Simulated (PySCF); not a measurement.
Method: PySCF 2.14.0, PBE0-D3(BJ)/def2-SVP geometry optimisation, gas phase. One conformer each, none proved a minimum here. Atom numbers follow the mapped SMILES. The geometries of the anions come from a basis without diffuse functions.

Question: Rank these C–C bonds from shortest to longest.
A. C8–C9 in `[CH3:1][CH2:2][CH2:3][c:4]1[cH:5][c:6]([Cl:7])[c:8]2[cH:9][cH:10][cH-:11][c:12]2[cH:13]1` (charge -1) with C1–C2–C3–C4 63°, C2–C3–C4–C5 74°
B. C2–C3 in `[CH3:1][CH:2]([CH3:3])[O:4][SiH2:5][AsH2:6]` with C1–C2–O4–Si5 -102°, C2–O4–Si5–As6 63°, O4–Si5–As6–H -173° and -81°
C. C2–C4 in `[CH3:1][C:2](=[S:3])[CH:4]=[N:5]` (doublet state) with C1–C2–C4–N5 0°

Answer: A (1.413 Å), C (1.494 Å), B (1.516 Å).

- 1.413 Å: aromatic, ring-fusion aromatic carbon to aromatic CH carbon, in a 5-membered ring
- 1.494 Å: drawn single, ends: carbon bonded to 2 C and S; carbon bonded to C, N and H
- 1.516 Å: drawn single, sp3 carbon bound to oxygen to methyl carbon

Question: Order these C–C–C angles, narrowest first.
A. C1–C2–C3 in `[CH3:1][CH:2]([CH3:3])[O:4][SiH2:5][AsH2:6]` with C1–C2–O4–Si5 -102°, C2–O4–Si5–As6 63°, O4–Si5–As6–H -173° and -81°
B. C1–C2–C4 in `[CH3:1][C:2](=[S:3])[CH:4]=[N:5]` (doublet state) with C1–C2–C4–N5 0°
C. C8–C9–C10 in `[CH3:1][CH2:2][CH2:3][c:4]1[cH:5][c:6]([Cl:7])[c:8]2[cH:9][cH:10][cH-:11][c:12]2[cH:13]1` (charge -1) with C1–C2–C3–C4 63°, C2–C3–C4–C5 74°

Answer: C (107.0°), A (112.8°), B (116.1°).
